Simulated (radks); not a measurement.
Question: W31+, configuration [Kr] 4d7 (the NIST ground configuration). Calculated with a radial shooting solver on a logarithmic mesh with Libxc functionals: scalar-relativistic Kohn-Sham, r2SCAN, spin-polarised, spherical densities, finite nucleus; open shells are filled with parallel spins first (spin-orbit coupling, left out, can overturn this in heavy ions); meta-GGA in the generalised Kohn-Sham scheme; Fermi nuclear charge, rms radius 5.3658 fm. Some entries of the table are withheld. Estimate them.

orbital,occ.,eigenvalue (hartree),r(max) (bohr)
1s up,1,-2599.228,0.01146
1s down,1,-2599.227,0.01146
2s up,1,-485.3608,0.06566
2s down,1,-485.1955,0.06566
2p up,3,-429.7739,0.05390
2p down,3,-429.6437,0.05389
3s up,1,-144.9186,0.1847
3s down,1,-144.8856,0.1848
3p up,3,-128.3697,0.1828
3p down,3,-128.3210,0.1828
3d up,5,-109.5096,0.1490
3d down,5,-109.3962,0.1492
4s up,1,-59.93393,0.4049
4s down,1,-59.58190,0.4048
4p up,3,-53.97138,0.4188
4p down,3,-53.62473,0.4189
4d up,5,(1),(2)
4d down,2,(3),(4)
5s up,0,-31.71908,0.7560
5s down,0,-31.53336,0.7585
5p up,0,-29.17537,0.7931
5p down,0,-29.00570,0.7966

Answer: 
(1) 4d up eigenvalue (hartree): -46.64016
(2) 4d up r(max) (bohr): 0.4170
(3) 4d down eigenvalue (hartree): -46.29149
(4) 4d down r(max) (bohr): 0.4170
